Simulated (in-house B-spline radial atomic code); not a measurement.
How numerical settings move a run on the krypton ion Kr⁺, [Ar] 3d10 4s2 4p5. Computed with a B-spline radial code for spherical atoms: scalar-relativistic (X2C) wB97X, spherical fractional occupations, Fermi nucleus of rms radius 4.1884 fm.

Command:
```bash
python run_scf.py task.json out
```
Settings of the sound reference run:
```
Z                36
electrons        35
configuration    [Ar] 3d10 4s2 4p5
hamiltonian      x2c
method           wb97x
spin_polarised   False
nucleus          fermi
rms_radius       4.1884
mass_number      84
atomic_mass      83.9115
speed_of_light   137.036
knot_spacing     0.22
spline_order     8
gauss_points     12
box_radius       35.29
max_iterations   70
damping          0.5
damped_steps     3
diis_vectors     10
tolerance        1e-08
start            Thomas-Fermi
```

Cost of the run: 0.81 s on 1 thread of Intel(R) Xeon(R) Platinum 8259CL CPU @ 2.50GHz, on a shared host.

It converges in 12 iterations to -2789.548201 hartree, with 4p at -22.3091 eV. The other runs change the listed settings, some to values that make no sense; their results aren't properties of the atom or ion. Radii are in bohr (the nuclear one in fm), a minus after a letter asks for a j subshell, and «unchanged» means within 1e-8 hartree. The run stops when the residual is below 10 × tolerance × max(1, Z/10), or a noise floor if that is larger, and the energy moves by less than 1e-8 × √|E| hartree; so very loose and very tight tolerances often act alike.

```tsv
changed settings	outcome
gauss_points = 8, max_iterations = 2, damping = 0, tolerance = 1e-05	not converged after 2 iterations, last residual 1.3e-01, last energy +3.83e-01 hartree from the reference
gauss_points = 8	converged in 17 iterations, energy -2.12e-08 hartree from the reference
knot_spacing = 0.15	converged in 66 iterations, energy -3.02e-05 hartree from the reference, 4p level -1.5e-04 eV
knot_spacing = 2	converged in 11 iterations, energy +3.90e+02 hartree from the reference, 4p level -9.1e+00 eV (the program warns: 1s reaches the box edge; 2s reaches the box edge)
knot_spacing = 0.4	converged in 10 iterations, energy +6.81e-04 hartree from the reference, 4p level +2.3e-03 eV
box_radius = 70.58, max_iterations = 60, damped_steps = 1, tolerance = 1e-10	converged in 13 iterations, energy -1.46e-08 hartree from the reference, 4p level +2.9e-07 eV
knot_spacing = 1	converged in 10 iterations, energy +2.54e+01 hartree from the reference, 4p level -1.1e+00 eV (the program warns: 4p reaches the box edge; 2s reaches the box edge)
knot_spacing = 1.4	converged in 11 iterations, energy +1.77e+02 hartree from the reference, 4p level -2.5e+00 eV (the program warns: 4p reaches the box edge; 2s reaches the box edge)
tolerance = 1e-06	converged in 8 iterations, energy +3.70e-08 hartree from the reference, 4p level -7.8e-04 eV
gauss_points = 3	not converged after 70 iterations, last residual 3.6e+03, last energy +2.97e+05 hartree from the reference
electrons = 38, configuration = [Ar] 3d10 4s2 4p5 5s3, max_iterations = 75	stopped with error: shell 5s holds at most 2 electrons
knot_spacing = 0.75	converged in 11 iterations, energy +1.97e+00 hartree from the reference, 4p level -4.3e-02 eV
gauss_points = 4	converged in 12 iterations, energy +2.01e-06 hartree from the reference, 4p level +2.6e-06 eV
electrons = 36, configuration = [Ar] 3d10 4s2 4p5 5p-1, max_iterations = 60	stopped with error: j subshells need the Dirac Hamiltonian and l > 0
knot_spacing = 0.55	converged in 10 iterations, energy +5.79e-02 hartree from the reference, 4p level +6.9e-03 eV
gauss_points = 16	converged in 11 iterations, energy unchanged
```

Task: What happens with knot_spacing = 0.3?

Result: Converged in 11 iterations, energy +1.98e-04 hartree from the reference, 4p level +1.9e-05 eV.

Task: What happens with gauss_points = 6?

Result: Converged in 14 iterations, energy +7.47e-08 hartree from the reference.

Task: What happens with knot_spacing = 0.1?

Result: Not converged after 70 iterations, last residual 2.9e-06, last energy -3.20e-05 hartree from the reference.

Task: What happens with max_iterations = 50, damped_steps = 30, tolerance = 1e-13?

Result: Converged in 23 iterations, energy unchanged, 4p level -3.5e-06 eV.
